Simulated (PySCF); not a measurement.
Input for PySCF: R-HF/3-21G on CH6OSi (SMILES C[SiH2]O), a point of a torsion scan.

```python
from pyscf import gto, scf, dft, mp
from pyscf.data.elements import chemcore

mol = gto.M(
    atom='''
    C    -1.16148836    0.31124638    0.05500339
    Si    0.52430716   -0.49982790   -0.21298036
    O     1.60445169    0.65618121    0.17615435
    H    -1.96474955   -0.35713729   -0.23881951
    H    -1.25676832    1.22164439   -0.52929348
    H    -1.31232545    0.57419001    1.09793155
    H     0.70109877   -1.66495013    0.66130337
    H     0.72175239   -0.90619551   -1.60748931
    H     2.50704397    0.45062058    0.39874639
    ''',
    basis='3-21g',
    charge=0, spin=0, verbose=3, max_memory=1800)
mf = scf.RHF(mol)
mf.conv_tol = 1e-8
mf.max_cycle = 100
mf.kernel()
if not mf.converged:
    mf = mf.newton().run(mf.mo_coeff, mf.mo_occ)
```

Output:

```
converged SCF energy = -403.021435486492
```

The calculation finished and met its thresholds.

Cost: very roughly 0.29 core-seconds.
